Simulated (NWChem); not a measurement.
System: C₄H₄F₂; SMILES C(F)(=C=CC)F

Here is an NWChem input.

```
start job
memory heap 200 mb stack 900 mb global 1100 mb
geometry units angstroms noautosym nocenter noautoz
  C      0.492452    -2.635356     0.000000
  C     -0.537309    -1.550147     0.000000
  C     -0.296582    -0.260582     0.000000
  C     -0.053565     1.021262     0.000000
  F      0.084452     1.765867     1.078519
  F      0.084452     1.765867    -1.078519
  H      0.365975    -3.281618     0.884063
  H      1.513168    -2.231029     0.000000
  H      0.365975    -3.281618    -0.884063
  H     -1.587897    -1.879773     0.000000
end
basis spherical
  C library def2-svp
  F library def2-svp
  H library def2-svp
end
dft
  xc b3lyp
  iterations 150
end
cosmo
  do_cosmo_smd true
  solvent benzene
end
task dft energy
```

Excerpt of the output:

```
             Northwest Computational Chemistry Package (NWChem) 7.3.0
             --------------------------------------------------------

                             Geometry "geometry" -> ""
                             -------------------------

 Output coordinates in angstroms (scale by  1.889725989 to convert to a.u.)

  No.       Tag          Charge          X              Y              Z
 ---- ---------------- ---------- -------------- -------------- --------------
    1 C                    6.0000     0.49245200    -2.63535600     0.00000000
    2 C                    6.0000    -0.53730900    -1.55014700     0.00000000
    3 C                    6.0000    -0.29658200    -0.26058200     0.00000000
    4 C                    6.0000    -0.05356500     1.02126200     0.00000000
    5 F                    9.0000     0.08445200     1.76586700     1.07851900
    6 F                    9.0000     0.08445200     1.76586700    -1.07851900
    7 H                    1.0000     0.36597500    -3.28161800     0.88406300
    8 H                    1.0000     1.51316800    -2.23102900     0.00000000
    9 H                    1.0000     0.36597500    -3.28161800    -0.88406300
   10 H                    1.0000    -1.58789700    -1.87977300     0.00000000

 Effective nuclear repulsion energy (a.u.)     213.3626548632

                                 NWChem DFT Module
                                 -----------------

 Summary of "ao basis" -> "ao basis" (spherical)
 ------------------------------------------------------------------------------
       Tag                 Description            Shells   Functions and Types
 ---------------- ------------------------------  ------  ---------------------
 C                          def2-svp                 6       14   3s2p1d
 F                          def2-svp                 6       14   3s2p1d
 H                          def2-svp                 3        5   2s1p

 in cosmo_initialize ...
 calling solv_data for solv:benzene

 solvent parameters
 solvname_short: benzene
 solvname_long:  benzene
 dielec:        2.2706
 dielecinf:     2.2533
 nonaqueous SMD model solvent descriptors
 dielec:        2.2706
 sola:          0.0000
 solb:          0.1400
 solc:          1.0000
 solg:         40.6200
 solh:          0.0000
 soln:          1.5011

          ---------------
          -cosmo- solvent
          ---------------
 Cosmo: York-Karplus, doi: 10.1021/jp992097l
 dielectric constant -eps-     =   2.27
 screen = (eps-1)/(eps    )    =   0.55959
 surface charge correction     = lagrangian

   van der Waals surface
 --------------------------

 ---------- ATOMIC COORDINATES (A.U.) ------------ VDWR(ANG.) --
     1    0.93059934   -4.98010072    0.00000000     1.850
     2   -1.01536678   -2.92935307    0.00000000     1.850
     3   -0.56045871   -0.49242858    0.00000000     1.850
     4   -0.10122317    1.92990534    0.00000000     1.850
     5    0.15959114    3.33700476    2.03810538     1.730
     6    0.15959114    3.33700476   -2.03810538     1.730
     7    0.69159247   -6.20135882    1.67063683     1.200
     8    2.85947289   -4.21603348    0.00000000     1.200
     9    0.69159247   -6.20135882   -1.67063683     1.200
    10   -3.00069023   -3.55225589    0.00000000     1.200
 number of segments per atom =        128
 number of   points per atom =        128
 atom (   nspa,  nppa )
 ----------------------
    1 (     60,     0 )       0
    2 (     46,     0 )       0
    3 (     54,     0 )       0
    4 (     30,     0 )       0
    5 (     83,     0 )       0
    6 (     83,     0 )       0
    7 (     55,     0 )       0
    8 (     56,     0 )       0
    9 (     55,     0 )       0
   10 (     54,     0 )       0
 number of -cosmo- surface points =      576
 molecular surface =    122.925 angstrom**2
 molecular volume  =     97.097 angstrom**3
 -lineq- algorithm             =   0
 -bem- low  level              =   3
 -bem- from -octahedral-
 gaussian surface charge width =   4.50000
 degree of switching           =   1.00000
 switching function tolerance  =   0.00010
 atomic radii =
 --------------
    1  6.000  1.850
    2  6.000  1.850
    3  6.000  1.850
    4  6.000  1.850
    5  9.000  1.730
    6  9.000  1.730
    7  1.000  1.200
    8  1.000  1.200
    9  1.000  1.200
   10  1.000  1.200
 ...... end of -cosmo- initialization ......

 nat:                    10
 ixmem:                  5529
 calling mnsol_interface()
 G(SMD-CDS) energy (kcal/mol)  =    -0.732
 SMD-CDS SASA (angstrom**2)    =   145.688

            General Information
            -------------------
          SCF calculation type: DFT
          Wavefunction type:  closed shell.
          No. of atoms     :    10
          No. of electrons :    46
           Alpha electrons :    23
            Beta electrons :    23
          Charge           :     0
          Spin multiplicity:     1
          Use of symmetry is: off; symmetry adaption is: off
          Maximum number of iterations: 150
          AO basis - number of functions:   104
                     number of shells:    48
          Convergence on energy requested:  1.00D-06
          Convergence on density requested:  1.00D-05
          Convergence on gradient requested:  5.00D-04

              XC Information
              --------------
                         B3LYP Method XC Potential
                     Hartree-Fock (Exact) Exchange  0.200
                        Slater Exchange Functional  0.800 local
                    Becke 1988 Exchange Functional  0.720 non-local
              Lee-Yang-Parr Correlation Functional  0.810
                  VWN I RPA Correlation Functional  0.190 local

             Grid Information
             ----------------
          Grid used for XC integration:  medium
          Radial quadrature: Mura-Knowles
          Angular quadrature: Lebedev.
          Tag              B.-S. Rad. Rad. Pts. Rad. Cut. Ang. Pts.
          ---              ---------- --------- --------- ---------
          C                   0.70       49          11.0       434
          F                   0.50       49          13.0       434
          H                   0.35       45          11.0       434
          Grid pruning is: on
          Number of quadrature shells:   474
          Spatial weights used:  Erf1

      Superposition of Atomic Density Guess
      -------------------------------------

 Sum of atomic energies:        -351.08138089

      Non-variational initial energy
      ------------------------------

 Total energy =    -354.040189
 1-e energy   =    -905.365422
 2-e energy   =     337.962577
 HOMO         =      -0.245701
 LUMO         =      -0.010055

   convergence    iter        energy       DeltaE   RMS-Dens  Diis-err
 ---------------- ----- ----------------- --------- --------- ---------
     COSMO gas phase
 d= 0,ls=0.0,diis     1   -354.0492017850 -5.67D+02  1.85D-02  1.08D+00
 d= 0,ls=0.0,diis     2   -353.9835332320  6.57D-02  9.25D-03  1.86D+00
 d= 0,ls=0.0,diis     3   -354.1673587975 -1.84D-01  2.36D-03  4.53D-02
 d= 0,ls=0.0,diis     4   -354.1705595488 -3.20D-03  1.08D-03  2.24D-02
 d= 0,ls=0.0,diis     5   -354.1735796530 -3.02D-03  2.31D-04  1.04D-03
  Resetting Diis
 d= 0,ls=0.0,diis     6   -354.1736710217 -9.14D-05  7.46D-05  4.56D-05
 d= 0,ls=0.0,diis     7   -354.1736765081 -5.49D-06  6.33D-05  1.41D-05
 d= 0,ls=0.0,diis     8   -354.1736724995  4.01D-06  4.23D-05  4.68D-05
 d= 0,ls=0.0,diis     9   -354.1736781126 -5.61D-06  2.45D-06  7.93D-08
 d= 0,ls=0.0,diis    10   -354.1736781222 -9.64D-09  7.62D-07  9.64D-09

   convergence    iter        energy       DeltaE   RMS-Dens  Diis-err
 ---------------- ----- ----------------- --------- --------- ---------
     COSMO solvation phase
 d= 0,ls=0.0,diis     1   -354.1767756131 -3.10D-03  7.84D-04  4.40D-04
 d= 0,ls=0.0,diis     2   -354.1768930812 -1.17D-04  2.13D-04  4.83D-04
 d= 0,ls=0.0,diis     3   -354.1769520300 -5.89D-05  6.34D-05  5.82D-05
 d= 0,ls=0.0,diis     4   -354.1769584149 -6.38D-06  2.09D-05  9.50D-06
 d= 0,ls=0.0,diis     5   -354.1769594658 -1.05D-06  6.30D-06  6.14D-07
 d= 0,ls=0.0,diis     6   -354.1769595103 -4.45D-08  1.85D-06  7.32D-08

         Total DFT energy =     -354.176959510274
      One electron energy =     -908.831133170074
           Coulomb energy =      385.252750282979
    Exchange-Corr. energy =      -44.050405227437
 Nuclear repulsion energy =      213.362654863161

             COSMO energy =        0.089173741097

 Numeric. integr. density =       46.000001213802

                                COSMO-SMD solvation results
                                ---------------------------

             internal energy in gas <Psi(g)|H|Psi(g)> =      -354.173678122234
         internal energy in solvent <Psi(s)|H|Psi(s)> =      -354.173463969330
                               delta internal energy  =         0.000214152904 (    0.13 kcal/mol)
   total free energy in solvent <Psi(s)|H+V/2|Psi(s)> =      -354.175793118827
 polarization energy contribution <Psi(s)|V/2|Psi(s)> =        -0.002329149497 (   -1.46 kcal/mol)
    total free energy in solvent including G(SMD-CDS) =      -354.176959510274
                       G(SMD-CDS) energy contribution =        -0.001166391447 (   -0.73 kcal/mol)
     1 M fixed-concentration free energy of solvation =        -0.003281388040 (   -2.06 kcal/mol)

                       DFT Final Molecular Orbital Analysis
                       ------------------------------------

 Vector   21  Occ=2.000000D+00  E=-3.835612D-01
              MO Center=  4.1D-01, -2.3D+00, -1.8D-10, r^2= 2.2D+00
   Bfn.  Coefficient  Atom+Function         Bfn.  Coefficient  Atom+Function
  ----- ------------  ---------------      ----- ------------  ---------------
    90      0.351474   8 H  s                 4      0.331135   1 C  px
   100      0.221544  10 H  s                 5      0.214884   1 C  py
    18     -0.206382   2 C  px               91      0.164166   8 H  s
    85     -0.152109   7 H  s                95     -0.152109   9 H  s
    33      0.126087   3 C  py                7      0.119740   1 C  px

 Vector   22  Occ=2.000000D+00  E=-2.866057D-01
              MO Center= -2.8D-01, -9.4D-01, -4.1D-10, r^2= 2.4D+00
   Bfn.  Coefficient  Atom+Function         Bfn.  Coefficient  Atom+Function
  ----- ------------  ---------------      ----- ------------  ---------------
    34      0.422268   3 C  pz               20      0.365909   2 C  pz
    37      0.264674   3 C  pz               23      0.235352   2 C  pz
     6     -0.142529   1 C  pz               85     -0.141246   7 H  s
    95      0.141246   9 H  s                61     -0.120610   5 F  py
    75      0.120610   6 F  py               86     -0.088223   7 H  s

 Vector   23  Occ=2.000000D+00  E=-2.532443D-01
              MO Center= -1.9D-01,  2.6D-01,  6.1D-11, r^2= 2.4D+00
   Bfn.  Coefficient  Atom+Function         Bfn.  Coefficient  Atom+Function
  ----- ------------  ---------------      ----- ------------  ---------------
    32      0.397615   3 C  px               46      0.386241   4 C  px
    35      0.312837   3 C  px               60      0.227788   5 F  px
    74      0.227788   6 F  px               63     -0.175744   5 F  px
    77     -0.175744   6 F  px               49      0.158011   4 C  px
   100      0.143031  10 H  s                 5     -0.112930   1 C  py

 Vector   24  Occ=0.000000D+00  E=-2.349088D-02
              MO Center= -3.4D-01, -7.9D-01, -1.8D-09, r^2= 2.8D+00
   Bfn.  Coefficient  Atom+Function         Bfn.  Coefficient  Atom+Function
  ----- ------------  ---------------      ----- ------------  ---------------
    23      0.574216   2 C  pz               20      0.453641   2 C  pz
    37     -0.443863   3 C  pz               34     -0.380532   3 C  pz
    48     -0.201362   4 C  pz               51     -0.184824   4 C  pz
    86     -0.167979   7 H  s                96      0.167979   9 H  s
    61      0.141963   5 F  py               75     -0.141963   6 F  py

 Vector   25  Occ=0.000000D+00  E= 2.336279D-02
              MO Center= -2.6D-01, -3.0D-01, -6.8D-11, r^2= 4.3D+00
   Bfn.  Coefficient  Atom+Function         Bfn.  Coefficient  Atom+Function
  ----- ------------  ---------------      ----- ------------  ---------------
     3      1.088148   1 C  s               101     -0.617422  10 H  s
    46      0.500165   4 C  px               49      0.457738   4 C  px
    86     -0.389198   7 H  s                96     -0.389198   9 H  s
    32     -0.368112   3 C  px               21     -0.364599   2 C  px
    35     -0.362561   3 C  px               91     -0.287186   8 H  s

 Vector   26  Occ=0.000000D+00  E= 8.348254D-02
              MO Center=  4.7D-01, -2.6D+00,  1.5D-08, r^2= 5.8D+00
   Bfn.  Coefficient  Atom+Function         Bfn.  Coefficient  Atom+Function
  ----- ------------  ---------------      ----- ------------  ---------------
     3      2.521302   1 C  s                86     -1.197965   7 H  s
    96     -1.197965   9 H  s                91     -1.002946   8 H  s
     8     -0.398911   1 C  py               35      0.337699   3 C  px
    31     -0.298869   3 C  s               101     -0.295003  10 H  s
    21     -0.276227   2 C  px               49     -0.271168   4 C  px

     Multipole analysis of the density
     ---------------------------------

     L   x y z        total         alpha         beta         nuclear
     -   - - -        -----         -----         ----         -------
     0   0 0 0     -0.000000    -23.000000    -23.000000     46.000000

     1   1 0 0     -0.084845      0.139622      0.139622     -0.364088
     1   0 1 0     -1.065677     -1.064447     -1.064447      1.063217
     1   0 0 1     -0.000000     -0.000000     -0.000000      0.000000

     2   2 0 0    -23.985153    -27.954499    -27.954499     31.923845
     2   1 1 0      0.269322      5.067101      5.067101     -9.864880
     2   1 0 1     -0.000000     -0.000000     -0.000000      0.000000
     2   0 2 0    -22.519240   -277.182208   -277.182208    531.845176
     2   0 1 1     -0.000000     -0.000000     -0.000000      0.000000
     2   0 0 2    -26.274785    -53.313282    -53.313282     80.351779
```

Level: B3LYP/def2-SVP, SMD on the gas-phase geometry. Coordinates come from a PBE0/def2-SVP optimisation. Solvent: benzene.
